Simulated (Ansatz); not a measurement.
methylhydroxycarbene (C₂H₄O), SMILES C[C]O (connectivity only; charge and spin as stated), neutral, multiplicity 1. Atoms are numbered in the order given.

```xyz
7

C      0.1217     1.1336     0.0000
C     -0.6658    -0.1404     0.0000
O      0.1268    -1.1764     0.0000
H      0.7739     1.1583     0.8861
H     -0.5104     2.0192     0.0000
H      0.7739     1.1583    -0.8861
H      1.0957    -0.9543     0.0000
```
Charge 0, spin multiplicity 1.

Geometry: r2SCAN-D4/def2-TZVP. One conformer was computed; it need not be the lowest.

Two levels are set side by side: PBE-D3(BJ)/def2-TZVP (Ansatz, a program for electronic structure) and r2SCAN-D4/def2-TZVP (Ansatz). Each level has its own optimised geometry; the coordinates shown are those of the second. Differences are taken from unrounded values.

| quantity | r2SCAN-D4 |
|---|---|
| mean bond length (Å) | 1.181 |
| bond C1–C2 (Å) | 1.498 |
| bond C2–O3 (Å) | 1.304 |
| bond C1–H4 (Å) | 1.101 |
| bond C1–H5 (Å) | 1.088 |
| bond C1–H6 (Å) | 1.101 |
| bond O3–H7 (Å) | 0.994 |

What does PBE-D3(BJ) give, and how far is it from r2SCAN-D4? (An estimate is asked for; the answer gives what the named calculation found.)


| quantity | PBE-D3(BJ) | PBE-D3(BJ) minus r2SCAN-D4 |
|---|---|---|
| mean bond length (Å) | 1.188 | 0.007 |
| bond C1–C2 (Å) | 1.501 | 0.003 |
| bond C2–O3 (Å) | 1.307 | 0.003 |
| bond C1–H4 (Å) | 1.108 | 0.007 |
| bond C1–H5 (Å) | 1.095 | 0.007 |
| bond C1–H6 (Å) | 1.108 | 0.007 |
| bond O3–H7 (Å) | 1.008 | 0.014 |

On these quantities the two levels nearly agree.
